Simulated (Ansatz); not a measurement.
Program: Ansatz. Geometries: PBE0-D4/def2-TZVP. ΔE: electronic, gas phase. CCSD(T)/CBS adds triple-zeta CCSD(T) − MP2 to the extrapolated MP2 energy (def2 sets, frozen cores). One conformer a species, not always the lowest.

Reaction (formal exchange of groups at the Si–N bond): `C[SiH](Cl)N[SiH2]Cl` + `COC=S` → `C[SiH](Cl)OC=S` + `CN[SiH2]Cl`

| species | CCSD(T)/def2-TZVPP energy (Eh) |
| --- | --- |
| `C[SiH](Cl)N[SiH2]Cl` | -1594.66431 |
| `COC=S` | -551.30419 |
| `C[SiH](Cl)OC=S` | -1300.81418 |
| `CN[SiH2]Cl` | -845.16470 |

(1) Work out ΔE.

Largest T1 diagnostic among the species: 0.017.

## Answers

(1) ΔE = (-1300.81418) + (-845.16470) − (-1594.66431) − (-551.30419) = -0.01038 Eh = -27.3 kJ/mol. CCSD(T)/CBS gives -28.2 kJ/mol.

The D4 term adds +4.8 kJ/mol with B3LYP and +2.9 kJ/mol with PBE0; it sums over pairs of atoms, weighted by their polarisabilities, and B3LYP, whose exchange is more repulsive, gets the larger term. In def2-TZVPP, CCSD(T) changes the Hartree–Fock value by +6.0 kJ/mol (the triples alone add +1.8 kJ/mol) and MP2 by +4.7 kJ/mol.

B3LYP here is the variant with VWN-RPA as its local correlation; programs differ in this.
